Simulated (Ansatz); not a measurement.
Ideal-gas functions of `[NH2][Mg][Br]` at 600 K and 1 bar, from an Ansatz frequency run at PBE0-D4/def2-TZVP.

Molar mass 120.23 g/mol, point group C2v (symmetry number 2), electronic degeneracy 1, moments of inertia 1.331, 296.3, 297.632 u Å². Harmonic wavenumbers (cm⁻¹, unscaled): 112, 122, 285, 313, 539, 749, 1557, 3589, 3670.

Use S(trans) = R[1.5 ln M + 2.5 ln T − 1.1517]; rotational temperatures θ = 24.2544 K / I; S(rot) = R[ln(√π/σ · √(T³/θAθBθC)) + 1.5]; for each mode x = 1.438777 ν̃/T, S = R[x/(eˣ − 1) − ln(1 − e⁻ˣ)] and H = RT x/(eˣ − 1); 1 cm⁻¹ = 0.0119627 kJ/mol; R = 8.31446 J/(mol·K).

Task: By hand: the entropy, in J/(mol·K).

Result: Translation 183.1. Rotation: θ = 18.2227, 0.0819, 0.0815 K, giving 100.0. Vibration, mode by mode: 19.27, 18.56, 11.64, 10.89, 6.74, 4.48, 0.96, 0.01, 0.01, in all 72.6. Electronic 0.0. Sum 355.7 J/(mol·K).

Task: By hand: H − E and G − E in kJ/mol, counted from the electronic energy.

Result: Zero-point energy ½ × 10936 × 0.0119627 = 65.4; thermal vibration 20.2; translation, rotation and pV give 4 RT = 20.0. H − E = 105.6 kJ/mol, and G − E = 105.6 − 600 × 355.7/1000 = -107.8 kJ/mol.

Vibration gives 20 % of the entropy, 37.8 J/(mol·K) of it from the modes under 150 cm⁻¹: soft modes count most, and the harmonic formula is weakest for them. The sum counts one conformer and one mirror image; others add a mixing term.
